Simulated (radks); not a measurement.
The numbers below are computed, except where a source is named.
Charge is removed step by step from the 2s up level of Be+, starting from [He] 2s(up 1, down 0). Code: a radial shooting solver on a logarithmic mesh with Libxc functionals. Model: scalar-relativistic Kohn-Sham, PBE, spin-polarised, spherical densities, finite nucleus; Fermi nuclear charge, rms radius 2.519 fm.

| removed (e) | E - E(0) (eV) | eigenvalue (eV) |
|---|---|---|
| 0 | 0.000 | -14.474 |
| 0.1 | 1.490 | -15.318 |
| 0.2 | 3.064 | -16.159 |
| 0.3 | 4.721 | -16.992 |
| 0.4 | 6.461 | -17.812 |
| 0.5 | 8.283 | -18.615 |
| 0.6 | 10.184 | -19.392 |
| 0.7 | 12.160 | -20.140 |
| 0.8 | 14.210 | -20.855 |
| 0.9 | 16.330 | -21.534 |

The mean slope of the eigenvalue, de/dn, is 7.84 eV per electron.
